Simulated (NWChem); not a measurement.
System: C$_{2}$H$_{6}$F$_{2}$Si; SMILES FC[SiH2]CF

Input file for NWChem:

```
start job
memory heap 200 mb stack 900 mb global 1100 mb
geometry units angstroms noautoz
  F      1.847576     0.361746    -0.944784
  C      1.370869    -0.674816    -0.161876
  Si     0.000000     0.000000     0.964384
  C     -1.370869     0.674816    -0.161876
  F     -1.847576    -0.361746    -0.944784
  H      0.967007    -1.464529    -0.820122
  H      2.207709    -1.113234     0.409695
  H     -0.529408    -1.105876     1.818296
  H      0.529408     1.105876     1.818296
  H     -2.207709     1.113234     0.409695
  H     -0.967007     1.464529    -0.820122
end
basis spherical
  * library def2-tzvp
end
dft
  xc r2scan
  iterations 150
  semidirect filesize 400000000
  mulliken
end
task dft energy
```

Excerpt of the output:

```
             Northwest Computational Chemistry Package (NWChem) 7.3.0
             --------------------------------------------------------

 C2  symmetry detected

                             Geometry "geometry" -> ""
                             -------------------------

 Output coordinates in angstroms (scale by  1.889725989 to convert to a.u.)

  No.       Tag          Charge          X              Y              Z
 ---- ---------------- ---------- -------------- -------------- --------------
    1 F                    9.0000     1.83949012     0.40084077    -0.89215380
    2 C                    6.0000     1.38486962    -0.64559630    -0.10924580
    3 Si                  14.0000     0.00000000     0.00000000     1.01701420
    4 C                    6.0000    -1.38486962     0.64559630    -0.10924580
    5 F                    9.0000    -1.83949012    -0.40084077    -0.89215380
    6 H                    1.0000     0.99784354    -1.44369526    -0.76749180
    7 H                    1.0000     2.23081771    -1.06617132     0.46232520
    8 H                    1.0000    -0.50583992    -1.11685296     1.87092620
    9 H                    1.0000     0.50583992     1.11685296     1.87092620
   10 H                    1.0000    -2.23081771     1.06617132     0.46232520
   11 H                    1.0000    -0.99784354     1.44369526    -0.76749180

 Effective nuclear repulsion energy (a.u.)     236.7358520541

      Symmetry information
      --------------------

 Group name             C2
 Group number              4
 Group order               2
 No. of unique centers     6

                                 NWChem DFT Module
                                 -----------------

 Summary of "ao basis" -> "ao basis" (spherical)
 ------------------------------------------------------------------------------
       Tag                 Description            Shells   Functions and Types
 ---------------- ------------------------------  ------  ---------------------
 F                         def2-tzvp                11       31   5s3p2d1f
 C                         def2-tzvp                11       31   5s3p2d1f
 Si                        def2-tzvp                13       37   5s5p2d1f
 H                         def2-tzvp                 4        6   3s1p

      Symmetry analysis of basis
      --------------------------

        a          99
        b          98

            General Information
            -------------------
          SCF calculation type: DFT
          Wavefunction type:  closed shell.
          No. of atoms     :    11
          No. of electrons :    50
           Alpha electrons :    25
            Beta electrons :    25
          Charge           :     0
          Spin multiplicity:     1
          Use of symmetry is: on ; symmetry adaption is: on
          Maximum number of iterations: 150
          AO basis - number of functions:   197
                     number of shells:    81
          Convergence on energy requested:  1.00D-06
          Convergence on density requested:  1.00D-05
          Convergence on gradient requested:  5.00D-04

              XC Information
              --------------
                      r^2SCAN Method XC Functional
               r^2SCAN metaGGA Exchange Functional  1.000
                     r^2SCAN Correlation Potential  1.000

             Grid Information
             ----------------
          Grid used for XC integration:  medium
          Radial quadrature: Mura-Knowles
          Angular quadrature: Lebedev.
          Tag              B.-S. Rad. Rad. Pts. Rad. Cut. Ang. Pts.
          ---              ---------- --------- --------- ---------
          F                   0.50       49          12.0       434
          C                   0.70       49          11.0       434
          Si                  1.10       88           9.0       590
          H                   0.35       45          12.0       434
          Grid pruning is: on
          Number of quadrature shells:   321
          Spatial weights used:  Erf1

      Superposition of Atomic Density Guess
      -------------------------------------

 Sum of atomic energies:        -566.01307885

      Non-variational initial energy
      ------------------------------

 Total energy =    -567.832709
 1-e energy   =   -1253.882113
 2-e energy   =     449.313552
 HOMO         =      -0.327895
 LUMO         =       0.048901

      Symmetry analysis of molecular orbitals - initial
      -------------------------------------------------

  Numbering of irreducible representations:

     1 a           2 b

  Orbital symmetries:

     1 a           2 a           3 b           4 a           5 b
     6 a           7 b           8 a           9 b          10 a
    11 b          12 a          13 b          14 a          15 b
    16 a          17 a          18 b          19 b          20 a
    21 b          22 a          23 b          24 a          25 b
    26 b          27 a          28 b          29 a          30 a
    31 a          32 b          33 a          34 b          35 b

------------------------------------------------------------
EAF file 0: "./job.aoints.0" size=386924544 bytes
------------------------------------------------------------
               write      read    awrite     aread      wait
               -----      ----    ------     -----      ----
     calls:      738         0         0         0         0
   data(b): 3.87e+08  0.00e+00  0.00e+00  0.00e+00
   time(s): 0.00e+00  0.00e+00  0.00e+00  0.00e+00  0.00e+00
rate(mb/s): 0.00e+00  0.00e+00
------------------------------------------------------------

     ---------------------------------------------
      Total Density - Mulliken Population Analysis
     ---------------------------------------------

[...]
```

Level: r2SCAN/def2-TZVP. All runs use the structure optimised with PBE0/def2-SVP.
